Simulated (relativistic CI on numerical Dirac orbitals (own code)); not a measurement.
d2 in a ligand field

Computed with a parametric ligand-field model of a d^n configuration (Racah B and C, spin-orbit zeta, crystal field), exact diagonalisation.

Field parameters in Wybourne normalisation: Oh B⁴₀ = 21Dq, B⁴₄ = √(5/14) B⁴₀. The field is a parameter set, without covalency.

B = 720 cm⁻¹, C = 3150 cm⁻¹ (C/B = 4.38), Oh, no spin-orbit coupling. Tanabe-Sugano data, E/B above the lowest term (Δ = |10Dq|; b, c mark the second and third term of a kind):

```
 Δ/B   3T1    3T2    3A2    1T2     1E    1A1
 1.0  0.00   0.81   1.81  14.10  14.56  21.73
 5.0  0.00   4.22   9.22  14.97  15.79  25.19
 9.0  0.00   7.82  16.82  15.28  15.89  27.84
13.0  0.00  11.53  24.53  15.35  15.81  29.77
17.0  0.00  15.32  32.32  15.35  15.71  31.16
21.0  0.00  19.16  40.16  15.32  15.61  32.15
25.0  0.00  23.03  48.03  15.29  15.53  32.89
29.0  0.00  26.92  55.92  15.25  15.47  33.44
33.0  0.00  30.84  63.84  15.22  15.41  33.87
37.0  0.00  34.77  71.77  15.19  15.36  34.21
41.0  0.00  38.71  79.71  15.16  15.31  34.49
45.0  0.00  42.66  87.66  15.14  15.27  34.71
```

The ground term stays 3T1.
